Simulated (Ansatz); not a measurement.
The cluster Ga₃Cl₆⁺ (the lowest singlet isomer of a short search), 9 atoms. Hardware: 4 threads of Intel Xeon 6975P-C on a shared host.

The 6-31G sets use Cartesian d functions. Correlated methods freeze 57 core orbitals; core or outer-core shells of Ga are correlated, in sets that lack core-valence functions.

Question: How many basis functions does each of these Ansatz runs have, and roughly what does it cost? r2SCAN-D4/def2-TZVP, charge 1 singlet, energy, from earlier orbitals; B3LYP-D4/6-31G, charge 1 singlet, energy; PBE-D4/def2-SVP, charge 1 singlet, relaxation, 7 steps; PBE0-D4/def2-TZVP, charge 0 doublet at the geometry of the charge 1 singlet, energy; r2SCAN-D4/def2-TZVP, charge 1 triplet at the geometry of the charge 1 singlet, energy, from earlier orbitals; MP2/def2-SVP, charge 1 singlet, energy, from earlier orbitals; PBE-D4/def2-SVP, charge 1 singlet, energy, from earlier orbitals; HF/6-31G, charge 1 singlet, energy; RPA@PBE/def2-SVP, charge 1 singlet, energy, from earlier orbitals; PBE0-D4/def2-TZVP, charge 1 singlet, energy, from earlier orbitals; PBE-D4/def2-TZVP, charge 1 singlet, energy, from earlier orbitals; PBE0-D4/def2-TZVP, charge 1 triplet at the geometry of the charge 1 singlet, energy.

Answer: Other jobs shared the machine, so times can vary by a factor of up to 3. A dash marks memory too small to be measured apart from the calling script's.

| run | functions | fitting or Cholesky vectors | wall time | peak host memory (GiB) |
| --- | --- | --- | --- | --- |
| PBE-D4/def2-SVP, charge 1 singlet, energy, from earlier orbitals | 204 | 2235 | 1.9 s | – |
| HF/6-31G, charge 1 singlet, energy | 165 | 1602 | 2.3 s | – |
| B3LYP-D4/6-31G, charge 1 singlet, energy | 165 | 1602 | 3.5 s | 0.79 |
| PBE-D4/def2-TZVP, charge 1 singlet, energy, from earlier orbitals | 366 | 2640 | 4.5 s | 1.1 |
| MP2/def2-SVP, charge 1 singlet, energy, from earlier orbitals | 204 | 1905 | 4.8 s | 0.86 |
| RPA@PBE/def2-SVP, charge 1 singlet, energy, from earlier orbitals | 204 | 1905 | 4.9 s | – |
| r2SCAN-D4/def2-TZVP, charge 1 singlet, energy, from earlier orbitals | 366 | 2640 | 9 s | 1.1 |
| PBE-D4/def2-SVP, charge 1 singlet, relaxation, 7 steps | 204 | 2235 | 12 s | – |
| PBE0-D4/def2-TZVP, charge 1 singlet, energy, from earlier orbitals | 366 | 2847 | 19 s | 2.7 |
| r2SCAN-D4/def2-TZVP, charge 1 triplet at the geometry of the charge 1 singlet, energy, from earlier orbitals | 366 | 2640 | 51 s | 2.5 |
| PBE0-D4/def2-TZVP, charge 1 triplet at the geometry of the charge 1 singlet, energy | 366 | 2263 | 55 s | 2.7 |
| PBE0-D4/def2-TZVP, charge 0 doublet at the geometry of the charge 1 singlet, energy | 366 | 2263 | 67 s | 3.2 |
